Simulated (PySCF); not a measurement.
How methods differ on the interval between two levels of Rh²⁺

Rh²⁺ [Kr] 4d7 [4F9/2, M_J = 9/2] → Rh²⁺ [Kr] 4d6 5p1 [6F11/2, M_J = 11/2], as a difference of total energies. All numbers are calculated (PySCF 2.14, the two-component X2C-1e Hamiltonian, in x2c-TZVPall-2c with one added diffuse shell each of s, p, d type (9s10p8d1f, 86 functions)). Correlated levels: [Ar] 3d10 frozen; the 6 highest virtual spinors dropped. "Screened" scales the spin-orbit matrix elements by Boettger's factors to mimic the two-electron term; Breit and QED terms are absent.

```csv
method,interval between two levels (cm⁻¹)
GHF (spin-free),89208
GMP2 (spin-free),93161
GHF (screened spin-orbit),90650
GMP2 (screened spin-orbit),94697
```

The labels give the starting determinants; with spin-orbit coupling the two ends relaxed to ⟨J²⟩ = 24.76, ⟨L²⟩ = 12.16, ⟨S²⟩ = 3.71 and ⟨J²⟩ = 35.76, ⟨L²⟩ = 12.13, ⟨S²⟩ = 8.69.
